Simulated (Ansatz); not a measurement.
`[NH2][Ti]([Cl])([Cl])[Cl]` and `[F][Ti]([Cl])([Cl])[Cl]` differ in one atom or group.

Ansatz, PBE0-D4/def2-TZVP geometries, multiplicity 1. Each molecule was computed in one conformer, which needn't be the lowest.

Scalar relativity is left out up to krypton.

```json
{"property": "HOMO energy (PBE/def2-TZVPP) / eV", "`[NH2][Ti]([Cl])([Cl])[Cl]`": "-7.11"}
{"property": "LUMO energy (ωB97M-V/def2-TZVPP) / eV", "`[NH2][Ti]([Cl])([Cl])[Cl]`": "-0.97"}
{"property": "HOMO energy (B3LYP/def2-TZVPP) / eV", "`[NH2][Ti]([Cl])([Cl])[Cl]`": "-8.23"}
{"property": "ideal-gas entropy at 298 K and 1 bar (rigid rotor, harmonic PBE0-D4/def2-TZVP) / J/(mol·K)", "`[NH2][Ti]([Cl])([Cl])[Cl]`": "391"}
{"property": "size of the dipole moment (PBE/def2-TZVPP) / D", "`[NH2][Ti]([Cl])([Cl])[Cl]`": "2.89"}
{"property": "LUMO energy (PBE/def2-TZVPP) / eV", "`[NH2][Ti]([Cl])([Cl])[Cl]`": "-4.08"}
```

(1) Give the same properties after the change, and the shifts. (Best estimate.)

Answers

(1) The calculation gave: 
| property | `[F][Ti]([Cl])([Cl])[Cl]` | shift |
| --- | --- | --- |
| HOMO energy (PBE/def2-TZVPP) / eV | -8.28 | -1.17 |
| LUMO energy (ωB97M-V/def2-TZVPP) / eV | -1.51 | -0.54 |
| HOMO energy (B3LYP/def2-TZVPP) / eV | -9.37 | -1.14 |
| ideal-gas entropy at 298 K and 1 bar (rigid rotor, harmonic PBE0-D4/def2-TZVP) / J/(mol·K) | 353 | -38 |
| size of the dipole moment (PBE/def2-TZVPP) / D | 0.22 | -2.67 |
| LUMO energy (PBE/def2-TZVPP) / eV | -4.48 | -0.40 |

With PBE0 the HOMO falls by 1.16 eV and the LUMO falls by 0.51 eV, so the gap widens by about 0.65 eV. PBE moves the HOMO by -1.17 eV and ωB97M-V by -1.06 eV. The zero-point energy changes by -57.5 kJ/mol with -6 modes. Dipoles are sizes alone; their direction can turn. Modes under 60 cm⁻¹, often nearly free rotors, make the harmonic entropy too high.

B3LYP here is the variant with VWN-RPA as its local correlation; programs differ in this.
